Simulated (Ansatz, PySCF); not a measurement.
CH4BClOSe, SMILES COB(Cl)[SeH]. Atoms are numbered in the order given.

```xyz
9

B      0.4226    -0.4753     0.1869
Cl     1.6012    -0.2954     1.4982
O      0.5196    -1.5604    -0.5940
C     -0.3481    -1.8397    -1.6783
H     -0.2962    -1.0444    -2.4409
H     -0.0316    -2.7892    -2.1306
H     -1.3917    -1.9364    -1.3346
Se    -0.9862     0.8706    -0.1192
H     -0.5627     1.7317     0.9963
```
Charge 0, spin multiplicity 1.

The structure is a stationary point at B3LYP-D3(BJ)/def2-SVP. The structure was generated by enumeration, and PubChem lists no compound with its InChIKey, so it may never have been made. The values are those of a single conformer.

Two levels are set side by side: PBE-D3(BJ)/def2-SVP (Ansatz, an electronic-structure program) and B3LYP-D3(BJ)/def2-SVP (Ansatz). Each level has its own optimised geometry; the coordinates shown are those of the second. Frequencies come from the Hessian of PySCF at each geometry. Differences are taken from unrounded values.

```
quantity                            B3LYP-D3(BJ)
----------------------------------  ------------
mean bond length (Å)                       1.410
bond B1–Cl2 (Å)                            1.772
bond B1–O3 (Å)                             1.340
bond B1–Se8 (Å)                            1.972
bond O3–C4 (Å)                             1.417
bond C4–H5 (Å)                             1.103
bond C4–H6 (Å)                             1.098
bond C4–H7 (Å)                             1.103
bond Se8–H9 (Å)                            1.471
highest harmonic wavenumber (cm⁻¹)          3144
mean harmonic wavenumber (cm⁻¹)             1182
zero-point energy (kcal/mol)               35.48
```

What does PBE-D3(BJ) give, and how far is it from B3LYP-D3(BJ)? (An estimate is asked for; the answer gives what the named calculation found.)


| quantity | PBE-D3(BJ) | PBE-D3(BJ) minus B3LYP-D3(BJ) |
|---|---|---|
| mean bond length (Å) | 1.416 | 0.007 |
| bond B1–Cl2 (Å) | 1.773 | 0.001 |
| bond B1–O3 (Å) | 1.352 | 0.012 |
| bond B1–Se8 (Å) | 1.973 | 0.000 |
| bond O3–C4 (Å) | 1.421 | 0.004 |
| bond C4–H5 (Å) | 1.112 | 0.009 |
| bond C4–H6 (Å) | 1.107 | 0.008 |
| bond C4–H7 (Å) | 1.112 | 0.009 |
| bond Se8–H9 (Å) | 1.481 | 0.010 |
| highest harmonic wavenumber (cm⁻¹) | 3079 | -65 |
| mean harmonic wavenumber (cm⁻¹) | 1149 | -33 |
| zero-point energy (kcal/mol) | 34.50 | -0.98 |

Exact exchange shortens and stiffens bonds; PBE has none. Differences between two approximate levels are no errors against the true value.
